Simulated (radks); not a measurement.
Task: Radial electron density D(r) = 4 pi r^2 rho(r) of an atom or ion with 14 electrons. All-electron calculation, Dirac Kohn-Sham, BLYP, spin-unpolarised, spherical densities, finite nucleus; Fermi nuclear charge, rms radius of each element as measured or else 0.836 A^(1/3) + 0.57 fm. Program: a radial shooting solver on a logarithmic mesh with Libxc functionals.

```
   r/bohr * D(r) (the largest magnitude, 21, reaches the edge; | marks zero)
 0.005656 |  *
 0.006326 |   *
 0.007132 |    *
 0.008042 |     *
 0.008995 |       *
  0.01014 |        *
  0.01143 |          *
  0.01279 |             *
  0.01442 |               *
  0.01626 |                  *
  0.01819 |                     *
   0.0205 |                         *
  0.02293 |                             *
  0.02586 |                                 *
  0.02916 |                                      *
  0.03261 |                                          *
  0.03677 |                                              *
  0.04146 |                                                 *
  0.04637 |                                                    *
  0.05228 |                                                     *
  0.05895 |                                                      *
  0.06593 |                                                     *
  0.07434 |                                                   *
  0.08315 |                                                 *
  0.09375 |                                             *
   0.1057 |                                         *
   0.1182 |                                       *
   0.1333 |                                     *
   0.1503 |                                     *
   0.1681 |                                       *
   0.1895 |                                          *
    0.212 |                                              *
    0.239 |                                                  *
   0.2695 |                                                     *
   0.3015 |                                                      *
   0.3399 |                                                   *
   0.3832 |                                              *
   0.4286 |                                       *
   0.4833 |                               *
   0.5449 |                      *
   0.6095 |                *
   0.6872 |            *
   0.7686 |          *
   0.8667 |         *
   0.9771 |         *
    1.093 |         *
    1.232 |         *
    1.389 |       *
    1.554 |     *
    1.752 |   *
    1.976 |  *
     2.21 |*
    2.491 |*
    2.787 *
    3.142 *
    3.543 *
    3.963 *
    4.468 *
```

What is the nuclear charge?

Result: Z = 18. The innermost maximum, from 1s, lies near gamma/Z bohr with gamma = sqrt(1 - (Z/c)^2) = 0.991, here 0.0551 bohr (found: 0.0585), and its height grows with Z. The density is that of the argon ion Ar4+ in [Ne] 3s2 3p2; the configuration itself is not fixed sharply by these data, and Z only to about a unit. D(r) has 3 maxima, at r = 0.0585, 0.292, 1.07 bohr, and minima at 0.141, 0.860 bohr, inside which lie 2.17, 10.48 electrons.
